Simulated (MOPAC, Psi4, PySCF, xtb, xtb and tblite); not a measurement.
Two geometries of 4-tert-butylpyridine, SMILES CC(C)(C)c1ccncc1 (C9H13N), relaxed at GFN2-xTB with one dihedral held; other torsions can differ between them too.

Structure A

```
23

C     -1.7094    -0.6399     1.0810
C     -0.9594     0.0605    -0.0548
C     -1.3898    -0.5753    -1.3841
C     -1.3385     1.5479    -0.0411
C      0.5478    -0.0624     0.0816
C      1.1718    -0.7377     1.1250
C      2.5568    -0.7972     1.1651
N      3.3437    -0.2446     0.2604
C      2.7582     0.3996    -0.7352
C      1.3865     0.5182    -0.8690
H     -1.4891    -1.7049     1.0975
H     -1.4524    -0.2072     2.0453
H     -2.7810    -0.5210     0.9348
H     -0.9300    -0.0736    -2.2312
H     -2.4700    -0.5110    -1.4955
H     -1.1020    -1.6244    -1.4112
H     -2.4175     1.6583    -0.1249
H     -0.8767     2.0829    -0.8665
H     -1.0156     2.0111     0.8893
H      0.6066    -1.2181     1.9062
H      3.0628    -1.3178     1.9683
H      3.4272     0.8428    -1.4620
H      0.9842     1.0606    -1.7106
```

Structure B

```
23

C      1.7035    -0.6225     1.0923
C      0.9632     0.0502    -0.0680
C      1.4483    -0.5963    -1.3729
C      1.2965     1.5486    -0.0805
C     -0.5439    -0.0848     0.0634
C     -1.1718    -0.3697     1.2723
C     -2.5555    -0.4324     1.3242
N     -3.3406    -0.2281     0.2820
C     -2.7529     0.0569    -0.8673
C     -1.3808     0.1442    -1.0273
H      1.4065    -1.6647     1.1866
H      1.5138    -0.1131     2.0340
H      2.7755    -0.5882     0.9102
H      1.0828    -0.0652    -2.2471
H      2.5354    -0.5835    -1.4094
H      1.1145    -1.6303    -1.4311
H      2.3701     1.6931    -0.1801
H      0.8014     2.0466    -0.9111
H      0.9676     2.0191     0.8439
H     -0.6079    -0.5495     2.1724
H     -3.0629    -0.6570     2.2539
H     -3.4197     0.2262    -1.7033
H     -0.9812     0.3918    -1.9975
```

**Question.** Which is lower in energy at the level B3LYP-D3(BJ)/def2-SVP // GFN2-xTB (Psi4), and by how much?

**Answer.** A is lower, by 1.57 kJ/mol (dihedral C1–C2–C5–C6: 0° in A, 20° in B).

E(B) − E(A) in kJ/mol at the other levels, on the same two geometries: GFN2-xTB (xtb and tblite) 1.43; B3LYP/def2-SVP // GFN2-xTB (Psi4) 1.56; PBE/def2-SVP // GFN2-xTB (Psi4) 1.53; PBE-D3(BJ)/def2-SVP // GFN2-xTB (Psi4) 1.54; PM6, restricted, heats of formation // GFN2-xTB (MOPAC) 0.20; AM1, restricted, heats of formation // GFN2-xTB (MOPAC) 1.57; GFN1-xTB // GFN2-xTB (xtb) 1.08; restricted B3LYP/6-31G*, spherical d, density fitting // GFN2-xTB (PySCF) 1.98; restricted B3LYP/LANL2DZ, density fitting // GFN2-xTB (PySCF) 1.85; restricted B3LYP/6-311+G**, spherical d, density fitting // GFN2-xTB (PySCF) 1.71; restricted M06-2X/6-31G*, spherical d, density fitting // GFN2-xTB (PySCF) 2.12.
